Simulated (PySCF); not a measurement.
A survey of 19F NMR shifts

[PySCF: geometry: GFN2-xTB; σ from GIAO-PBE0/pcSseg-1; one averaged value for each set of equivalent atoms; no solvent model; non-relativistic; one computed conformer]

Shieldings were converted by a linear fit to measured shifts: 19F: δ = 146.13 − 0.903σ +14.6 on sp3 carbon (rms 6.0 ppm, 223 shifts, 7.0 ppm with the 5 outliers that the fit left out vs CFCl3, solution or neat liquid). A few per cent of atoms miss by over 2 rms, more outside the fitted compound classes.

Task: Give the 19F shifts of `C[C@@H](F)CC[C@@H](Cl)CO`, `CO[C@@](C)(CCl)[C@@H](C)F`, `CC[C@@H](F)[C@@H](CCl)OC`, `CC[C@@H](COC)[C@H](F)Cl`, `CCO[C@](C)(CF)CCl`.

Result: 
```json
{"compound": "C[C@@H](F)CC[C@@H](Cl)CO", "environment": "fluorine on an sp3 carbon", "δ (ppm)": "-183.3"}
{"compound": "CO[C@@](C)(CCl)[C@@H](C)F", "environment": "fluorine on an sp3 carbon", "δ (ppm)": "-190.9"}
{"compound": "CC[C@@H](F)[C@@H](CCl)OC", "environment": "fluorine on an sp3 carbon", "δ (ppm)": "-191.6"}
{"compound": "CC[C@@H](COC)[C@H](F)Cl", "environment": "fluorine on an sp3 carbon", "δ (ppm)": "-142.3"}
{"compound": "CCO[C@](C)(CF)CCl", "environment": "fluorine on an sp3 carbon", "δ (ppm)": "-220.3"}
```

Task: Match the shifts -141.1, -170.1, -178.5, -186.7, -221.4 ppm to `CO[C@@](C)(CCl)[C@H](C)F`, `CC(C)O[C@@H](C)[C@H](F)Cl`, `C[C@@H](F)CC[C@H](Cl)CO`, `COC[C@](C)(F)CCCl`, `CCOC[C@@](C)(Cl)CF`.

Result: -141.1: CC(C)O[C@@H](C)[C@H](F)Cl (fluorine on an sp3 carbon); -170.1: COC[C@](C)(F)CCCl (fluorine on an sp3 carbon); -178.5: CO[C@@](C)(CCl)[C@H](C)F (fluorine on an sp3 carbon); -186.7: C[C@@H](F)CC[C@H](Cl)CO (fluorine on an sp3 carbon); -221.4: CCOC[C@@](C)(Cl)CF (fluorine on an sp3 carbon).
